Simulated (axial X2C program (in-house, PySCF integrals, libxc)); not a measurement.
# Ge₂⁺ along the bond: HF, with spin–orbit coupling

All values were computed with an in-house relativistic program for diatomic molecules. Two-component (2c) means X2C with spin–orbit coupling and atomic mean-field two-electron Coulomb and Gaunt terms. Basis: Ge dyall-cv3z [9s9p7d4f1g] (cores contracted in-house); Gaussian nuclei, density fitting, unrestricted open shells. Masses: Ge 73.921 u.

State: Ω = 3/2 (⟨Sz⟩ = 1.50, ⟨Lz⟩ = 0.00 at HF).

Results along the bond:

| R (Å) | HOMO (eV) | LUMO (eV) |
| --- | --- | --- |
| 2.100 | -15.30 | -6.15 |
| 2.197 | -14.90 | -6.09 |
| 2.269 | -14.62 | -6.05 |
| 2.342 | -14.35 | -6.01 |
| 2.414 | -14.11 | -5.97 |
| 2.498 | -13.84 | -5.94 |
| 2.583 | -13.59 | -5.98 |
| 2.692 | -13.29 | -6.11 |
| 2.824 | -12.96 | -6.28 |
| 3.018 | -12.54 | -6.51 |

The state is a single determinant with fixed occupations, the lowest that a limited PBE0 search found. Other states lie close and PBE0, whose exact exchange favours high spin, may order them wrongly; the determinant shown need not be the ground state. The nearest other 2c determinant of the search, Ω = 1/2, lies 0.43 eV up at the distance of the search. With several unpaired electrons one determinant need not be a pure state. This is the top spin component of a Σ state; components of lower Ω are not single determinants and can lie lower.
